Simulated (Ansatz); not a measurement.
Consider the hydrogenolysis of a Ga–Cl bond: `[Cl][GaH][CH2][GeH3]` + H₂ → `[GaH2][CH2][GeH3]` + HCl.

Program: Ansatz. Geometries: PBE0-D4/def2-TZVP. ΔE: electronic, gas phase. CBS: MP2 limit from def2 TZ/QZ plus the TZ coupled-cluster correction, frozen cores. This one scheme is used for every species. DFT in def2-TZVPP. For Ga, Ge outer-core shells are correlated without core-valence functions, which leaves a few kJ/mol of doubt a bond. Scalar relativity is left out up to krypton. One conformer a species, not always the lowest.

`[Cl][GaH][CH2][GeH3]`:

```xyz
10

Cl    1.743   -0.582   -2.571
Ga   -0.165   -0.812   -1.589
C    -0.576    0.566   -0.276
Ge    0.291    0.255    1.456
H    -0.975   -2.072   -2.017
H    -0.224    1.529   -0.652
H    -1.655    0.622   -0.113
H     1.818    0.267    1.288
H    -0.134   -1.117    2.013
H    -0.123    1.344    2.460
```

H₂:

Z-matrix (Å, degrees):
```
H
H 1 0.746
```

`[GaH2][CH2][GeH3]`:

Z-matrix (Å, degrees):
```
C
Ge 1 1.959
Ga 1 1.962 2 112.4
H 1 1.093 2 107.1 3 -121.7
H 1 1.093 2 107.1 3 121.6
H 2 1.540 1 111.0 3 -179.9
H 2 1.541 1 110.3 3 59.8
H 2 1.541 1 110.3 3 -59.6
H 3 1.571 1 119.8 2 89.4
H 3 1.571 1 119.8 2 -89.0
```

HCl:

Cartesian coordinates in Å:
```
Cl 0.586 0.079 0.243
H -0.586 -0.079 -0.243
```

```
               species  PBE0 energy (Eh)
`[Cl][GaH][CH2][GeH3]`       -4503.13133
                    H₂          -1.16849
   `[GaH2][CH2][GeH3]`       -4043.59104
                   HCl        -460.66547
```

(1) Work out ΔE.

Largest T1 diagnostic among the species: 0.012.

## Answers

(1) ΔE = (-4043.59104) + (-460.66547) − (-4503.13133) − (-1.16849) = 0.04331 Eh = +113.7 kJ/mol. CCSD(T)/CBS gives +119.9 kJ/mol.

Leaving LDA and LC-ωPBE aside and taking each functional with its dispersion term where it has one, the values, not all of them listed here, spread over 12.0 kJ/mol, from B97M-V to r2SCAN-D4. LDA lies −3.1 kJ/mol from PBE without D4. At CCSD(T), def2-SVP lies −5.1 kJ/mol from the extrapolated value and def2-TZVPP −3.7 kJ/mol.
